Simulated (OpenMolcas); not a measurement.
## Ions of charge +4 along the 4d row on the Ga site of K2NaGaF6

| Property | Result |
| --- | --- |
| Program | OpenMolcas 26.06 |
| Method | SS-CASPT2, IPEA 0.25 Eh, imaginary shift 0.1 Eh |
| Spin-orbit coupling | RASSI with atomic mean-field integrals over the reference wave functions |

The d shell is active; CASPT2 correlates the ligand valence shells and the outer metal core. Each dopant is a cluster with its nearest anions in model potentials and point charges, with no relaxation and no local charge compensation. Distances were set from a Shannon-type radius of the metal (high-spin where two are listed) plus a fixed donor radius (F 1.31 Å), in hosts weighted 0.65 to 0.35 with the host's distance in the model lattice. Ligand basis ANO-RCC-VDZP, DKH2 Hamiltonian. States (labels of O, the rotations of Oh). Energies in cm-1 above the lowest state or level, χT in cm3 K/mol; under a threefold ground state the first gap can be a small split of the lowest multiplet, not the spin-orbit step; 10Dq and B are least-squares fits to the states below 45000 cm-1, weighted by degeneracy, with a free offset, and given where the rms deviation is under 5 % of |10Dq| (or 100 cm-1) and under 700 cm-1. Spin-only χT is S(S+1) / 2 for the spin of the ground state.

```json
{"Ion": "Nb4+", "Shell": "4d1", "R (Å)": "1.972", "Metal basis": "ANO-RCC-VTZP", "Ground state": "2T2", "First state of that spin": "2E 34470", "10Dq": "34466", "B (rms of fit)": "", "First gap with spin-orbit (degeneracies)": "970 (4, 2)", "χT at 300 K": "0.152", "First state of another spin": "", "Spin-only χT": "0.375"}
{"Ion": "Mo4+", "Shell": "4d2", "R (Å)": "1.952", "Metal basis": "ANO-RCC-VTZP", "Ground state": "3T1", "First state of that spin": "3T2 32160", "10Dq": "33307", "B (rms of fit)": "557 (140)", "First gap with spin-orbit (degeneracies)": "28 (2, 3)", "χT at 300 K": "0.391", "First state of another spin": "1T2 7350", "Spin-only χT": "1.000"}
{"Ion": "Tc4+", "Shell": "4d3", "R (Å)": "1.949", "Metal basis": "ANO-RCC-VTZP", "Ground state": "4A2", "First state of that spin": "4T2 32340", "10Dq": "", "B (rms of fit)": "", "First gap with spin-orbit (degeneracies)": "10550 (4, 4)", "χT at 300 K": "1.774", "First state of another spin": "2T1 10670", "Spin-only χT": "1.875"}
{"Ion": "Ru4+", "Shell": "4d4", "R (Å)": "1.933", "Metal basis": "ANO-RCC-VTZP", "Ground state": "3T1", "First state of that spin": "3E 26390", "10Dq": "", "B (rms of fit)": "", "First gap with spin-orbit (degeneracies)": "800 (1, 3)", "χT at 300 K": "0.998", "First state of another spin": "1T2 6240", "Spin-only χT": "1.000"}
{"Ion": "Rh4+", "Shell": "4d5", "R (Å)": "1.92", "Metal basis": "ANO-RCC-VTZP", "Ground state": "2T2", "First state of that spin": "24110", "10Dq": "28443", "B (rms of fit)": "503 (694)", "First gap with spin-orbit (degeneracies)": "2260 (2, 4)", "χT at 300 K": "0.534", "First state of another spin": "2S+1 = 4: 19900", "Spin-only χT": "0.375"}
{"Ion": "Pd4+", "Shell": "4d6", "R (Å)": "1.929", "Metal basis": "ANO-RCC-VTZP", "Ground state": "1A1", "First state of that spin": "23710", "10Dq": "", "B (rms of fit)": "", "First gap with spin-orbit (degeneracies)": "20150 (1, 2)", "χT at 300 K": "0.016", "First state of another spin": "2S+1 = 3: 20770", "Spin-only χT": "0.000"}
```

Among the 3 ions with a close fit, |10Dq| is smallest for Rh4+ (28443 cm-1) and largest for Nb4+ (34466 cm-1). The error differs from ion to ion, so this order need not be the real one.

B goes from 557 cm-1 (Mo4+) to 503 cm-1 (Rh4+).

Below the highest spin of the shell: Ru4+, Rh4+, Pd4+. χT departs most from the spin-only value for Mo4+, by -0.609 cm3 K/mol.

Roots that are degenerate in the reference are averaged as groups; the widest CASPT2 spread within a group is 1000 cm-1 (the 3-fold group of multiplicity 1 near 84700 cm-1 above the lowest state of its run, Pd4+). Shifts and gaps below about the spread of the groups concerned are not significant. Over all roots computed the reference weight is 0.73 in Nb4+, 0.71 to 0.72 in Mo4+, 0.70 to 0.71 in Tc4+, 0.67 to 0.71 in Ru4+, 0.67 to 0.70 in Rh4+, 0.61 to 0.68 in Pd4+; the roots of lowest weight are the least certain, and an intruder state may touch them. Ligand-to-metal charge-transfer states are missing. With one d shell and no ligand orbital active, 10Dq can be off by a tenth or more. An orbital triplet at a regular site is open to Jahn-Teller coupling, which can distort the site and quench the lowest spin-orbit gaps and is left out (holds for Nb4+; Mo4+; Ru4+; Rh4+). The least metal-like active orbital is 79 % on the metal (Löwdin) and no ligand orbital is active, so the numbers are rough (holds for Nb4+). The least metal-like active orbital is 78 % on the metal (Löwdin) and no ligand orbital is active, so the numbers are rough (holds for Mo4+). With no ligand orbital active B as a rule stays too high, so bands that hang on it stand too high and its fall with covalency is understated (holds for Mo4+; Tc4+; Ru4+; Rh4+; Pd4+). The least metal-like active orbital is 77 % on the metal (Löwdin) and no ligand orbital is active, so the numbers are rough (holds for Tc4+). The least metal-like active orbital is 75 % on the metal (Löwdin) and no ligand orbital is active, so the numbers are rough (holds for Ru4+). The least metal-like active orbital is 71 % on the metal (Löwdin) and no ligand orbital is active, so the numbers are rough (holds for Rh4+). The least metal-like active orbital is 65 % on the metal (Löwdin) and no ligand orbital is active, so the numbers are rough, and ground spin, moment and any spin crossover can be artefacts of this space; highly charged d ions in such sites are as a rule low spin (holds for Pd4+). No measured value stands beside these numbers; the geometry was set by hand and not optimised.

A state without a sure symmetry label is named by its multiplicity alone.
